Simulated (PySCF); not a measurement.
Two-dimensional NMR puzzle

Compound of formula C5H6O2. Correlations simulated from computed shifts and the bond graph:

HSQC (one-bond C–H):
```tsv
δH	δC
7.08	150.8
4.87	72.6
2.11	14.5
```

COSY cross peaks (H two or three bonds apart, from the bond graph; peaks can be absent where the dihedral angle is near 90°):
```tsv
δH	δH
7.08	4.87
```

HMBC (two and three bonds, from the bond graph):
```tsv
δH	δC
7.08	177.4, 141.1, 72.6, 14.5
4.87	177.4, 150.8, 141.1
2.11	177.4, 150.8, 141.1
```

Carbons without hydrogens: δ 177.4, 141.1.

PySCF 2.14.0 with density-fitted response routines calculation with GFN2-xTB structure and σ from GIAO-PBE0/pcSseg-1; averaged over atoms made equivalent by symmetry, fast rotation or ring inversion, non-relativistic, gas phase, one computed conformer.

References, each an isolated molecule treated in the same way: ¹H and ¹³C vs TMS.

Exchangeable hydrogens are left out of these lists.

Which molecule is this?

## Answers

`CC1=CCOC1=O`.

Structure with atom numbers: `[CH3:1][C:2]1=[CH:3][CH2:4][O:5][C:6]1=[O:7]`. Hydrogens are named by the atom that carries them.

- δC 177.4 is C6, an ester carbonyl carbon.
- δC 150.8 is C3, a β carbon of a C=C–C=O unit (δH 7.08).
- δC 141.1 is C2, an α carbon of a C=C–C=O unit.
- δC 72.6 is C4, an allylic sp3 CH2 bonded to O (δH 4.87).
- δC 14.5 is C1, an allylic methyl carbon (δH 2.11).
- HMBC from δH 7.08 reaches the proton-free carbons C6, C2.
- HMBC from δH 4.87 reaches the proton-free carbons C6, C2.
- HMBC from δH 2.11 reaches the proton-free carbons C6, C2.
- COSY links 7.08–4.87.

The shifts were computed for this structure.

Shifts are as computed. Against solution values, carbons near 30 ppm lie about +3 ppm off and those near 130 ppm about +5 ppm. Of 1211 compounds with measured shifts, 218 miss one by over three times the rms of a fit or turn the order of signals round; such compounds aren't used in these exercises.
